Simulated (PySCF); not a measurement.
Ga(Me)(OH)(NH2) (CH6GaNO), SMILES [CH3][Ga]([NH2])[OH]. Atoms are numbered in the order given.

```xyz
10

Ga     0.0007    -0.0026     0.0000
C     -0.3355     1.9374     0.0000
H      0.1112     2.4064     0.8905
H      0.1112     2.4064    -0.8905
H     -1.4157     2.1462     0.0000
O      1.6415    -0.7483     0.0000
H      2.3714    -0.1181     0.0000
N     -1.2820    -1.2867     0.0000
H     -1.0641    -2.2770     0.0000
H     -2.2801    -1.1138     0.0000
```
Charge 0, spin multiplicity 1.

Geometry optimised at B3LYP-D3(BJ)/def2-SVP. The values are those of a single conformer.

Level of theory: C-PCM-B3LYP/def2-SVP (PySCF).

The values are the electrostatic part of the solvation free energy, E(continuum) − E(gas) at the gas-phase geometry, in a cavity of scaled van der Waals radii (PySCF's table); cavitation and dispersion terms are not included. A continuum can't describe solvent molecules that bind to the metal. In vacuum the orbital gap is 6.64 eV. The dipole moment in vacuum is 1.69 D.

Problem. Estimate the values in water (ε = 78.36), acetone (ε = 20.49), methanol (ε = 32.61). (Estimate from the structure and the level; the computed values follow.)

Solution. 
| solvent | ε | ΔG(elec) (kcal/mol) | dipole (D) | gap (eV) |
|---|---|---|---|---|
| water | 78.36 | -6.6 | 2.11 | 6.83 |
| acetone | 20.49 | -6.4 | 2.09 | 6.82 |
| methanol | 32.61 | -6.5 | 2.10 | 6.83 |
